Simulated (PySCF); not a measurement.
**A survey of $^{31}$P NMR shifts**

Theoretical values (PySCF 2.14.0 with density-fitted response routines): NMR shieldings at PBE0/pcSseg-1/GIAO, geometry: GFN2-xTB. No relativistic terms, a single conformation, fast rotation and ring inversion assumed for equivalent nuclei, no solvent.

Shieldings were converted by a linear fit to measured shifts: $^{31}$P (scatter 18.1 ppm rms vs H3PO4, solution or neat liquid). Occasional misses reach two or three times the rms, and more in compound classes unlike the fitted ones.

**Question.** Give the $^{31}$P shifts of `CC#P`.

**Answer.** 
| compound | environment | δ (ppm) |
| --- | --- | --- |
| CC#P | phosphorus bonded to C | -13.0 |

**Question.** Match the shifts 165.8, -1.2, -84.1 ppm to `C=CC1=C([SiH3])[P@@]1(=O)C(F)(F)F`, `N#CCCC#P`, `Cc1oc(C(F)(F)F)pc1[SiH3]`.

**Answer.** 165.8: Cc1oc(C(F)(F)F)pc1[SiH3] (phosphorus bonded to 2 C, in a 5-membered ring); -1.2: N#CCCC#P (phosphorus bonded to C); -84.1: C=CC1=C([SiH3])[P@@]1(=O)C(F)(F)F (phosphorus bonded to 3 C, O, in a 3-membered ring).
